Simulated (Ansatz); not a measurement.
Spectroscopic constants of NiP, multiplicity 6 (lowest of 2S+1 = 2, 4, 6 at CCSD(T)/def2-TZVPP on PBE0 minima; our sources give no spin for the ground state, which may be another). No spin–orbit coupling. Ni is treated without relativity. The T1 diagnostic near the minimum is 0.050, so single-reference values are doubtful.

Seven points along R, fitted to fifth degree in 1/R; most abundant isotopes. In def2 and cc sets the state is the lowest found near the PBE0 minimum, followed along R.

Correlated levels freeze the inner cores; with def2 sets outer-core shells near the valence are correlated too.

Codes used: Ansatz (a program for electronic structure) with Gaussian orbitals. Each number belongs to the level named beside it.

**Question.** What bond length and harmonic frequency does BHLYP/def2-TZVPP give?

**Answer.** r_e = 2.419 Å, ω_e = 263 cm⁻¹.

**Question.** What bond length and harmonic frequency does CCSD/def2-TZVPP give?

**Answer.** r_e = 2.360 Å, ω_e = 275 cm⁻¹.

**Question.** What bond length and harmonic frequency does CCSD(T)/def2-TZVPP give?

**Answer.** r_e = 2.340 Å, ω_e = 273 cm⁻¹.

Doubts at one or more of the structures used: T1 above 0.05 (CCSD/def2-TZVPP, CCSD(T)/def2-TZVPP).
